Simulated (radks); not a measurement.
Charge is removed step by step from the 4p level of Rh, starting from [Kr] 4d8 5s1. Method: scalar-relativistic Kohn-Sham, r2SCAN, spin-unpolarised, spherical densities, finite nucleus; meta-GGA in the generalised Kohn-Sham scheme; Fermi nuclear charge, rms radius 4.4945 fm; computed with a radial shooting solver on a logarithmic mesh with Libxc functionals.

| removed (e) | E - E(0) (eV) | eigenvalue (eV) | E minus straight line (eV) |
|---|---|---|---|
| 0 | 0.000 | -51.956 | 0.000 |
| 0.125 | 6.583 | -53.432 | -0.696 |
| 0.25 | 13.354 | -54.959 | -1.204 |
| 0.375 | 20.318 | -56.533 | -1.518 |
| 0.5 | 27.482 | -58.149 | -1.633 |
| 0.625 | 34.850 | -59.806 | -1.543 |
| 0.75 | 42.428 | -61.500 | -1.244 |
| 0.875 | 50.220 | -63.229 | -0.731 |
| 1 | 58.230 | -64.992 | 0.000 |

Removing the whole electron costs 58.230 eV by Delta-SCF, against 51.956 eV from minus the eigenvalue at the starting occupation. Slater's transition state (half an electron removed) gives 58.149 eV. Integrating minus the eigenvalue over the occupation (Janak's theorem) gives 58.257 eV. In this scalar-relativistic scheme the density is built from large components alone, so the theorem holds only approximately. The mean slope of the eigenvalue, de/dn, is 13.0 eV per electron.
